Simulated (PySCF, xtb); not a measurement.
C₂H₆Cl₂Sn, SMILES [CH3][Sn]([CH3])([Cl])[Cl].

Harmonic wavenumbers (cm⁻¹) from xtb 6.7.1 with GFN2-xTB at its own minimum, in rising order: 26, 40, 94, 100, 108, 111, 113, 289, 311, 416, 475, 688, 701, 723, 738, 1197, 1213, 1416, 1418, 1419, 1422, 3032, 3034, 3050, 3053, 3056, 3058.

Task: What does r2SCAN-D4/def2-SVP in PySCF 2.14.0 give at its own minimum? (An estimate is asked for; the answer gives what the named calculation found.)

Result: 21, 27, 103, 111, 124, 129, 130, 360, 372, 512, 547, 722, 735, 775, 791, 1194, 1201, 1418, 1421, 1422, 1428, 3056, 3057, 3184, 3184, 3190, 3191. Paired by order, the mean absolute difference is 43 cm⁻¹ and the zero-point energies are 44.7 and 46.3 kcal/mol.
